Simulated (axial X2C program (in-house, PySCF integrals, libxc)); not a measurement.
BeS: cheaper levels and CCSD(T), two-component

Computed with an in-house all-electron X2C program for linear molecules (integrals from PySCF). Two-component (2c) means X2C with spin–orbit coupling and atomic mean-field two-electron Coulomb and Gaunt terms. Basis: S dyall-av3z [9s8p3d2f], Be dyall-cv3z [8s8p3d1f] (cores contracted in-house); Gaussian nuclei, density fitting, unrestricted open shells. Masses: S 31.972 u, Be 9.012 u.

State: Ω = 0 (closed shell); fragments S + Be.

| level | Re (Å) | ωe (cm⁻¹) | De (eV) |
| --- | --- | --- | --- |
| PBE0 | 1.737 | 1022.2 | 3.47 |
| HF | 1.727 | 1062.2 | 1.62 |
| MP2 | 1.757 | 994.1 | 3.50 |
| CCSD | 1.747 | 1009.8 | 2.82 |
| r2SCAN0 | 1.734 | 1037.8 | 3.44 |

Correlated methods: 8 electrons correlated (number of frozen shells: S 2 s, 1 p; Be 1 s), 176 virtual spin orbitals or spinors in MP2, 90 natural virtuals in coupled cluster.

CCSD(T), same Hamiltonian and basis:

Re = 1.759 Å, ωe = 979.4 cm⁻¹, De = 3.08 eV; T1 = 0.022 (Lee–Taylor normalisation).

Question: Give the differences from CCSD(T) in the columns below.

Answer: 

```csv
level,ΔRe (Å),Δωe (cm⁻¹),ΔDe (eV)
PBE0,-0.022,43,0.39
HF,-0.032,83,-1.46
MP2,-0.002,15,0.42
CCSD,-0.012,30,-0.26
r2SCAN0,-0.025,58,0.36
```

The state is one determinant whose occupation by symmetry is held fixed; it was picked as the lowest of a PBE0 search that is not exhaustive. The closed shell is kept restricted, so the energy runs too high when the bond is stretched far. Dissociation energies refer to the lowest single-determinant-based atoms at the same level and basis. CCSD and (T) use frozen natural virtuals with an MP2 correction for the truncation; (T) itself is uncorrected, so its De runs slightly low. The 2c atoms are single determinants rather than J levels; their spin–orbit lowering is only partly caught, and De is too large by that part. This holds for PBE0, r2SCAN0. Without a current term, density functionals place determinants with orbital angular momentum somewhat too high.
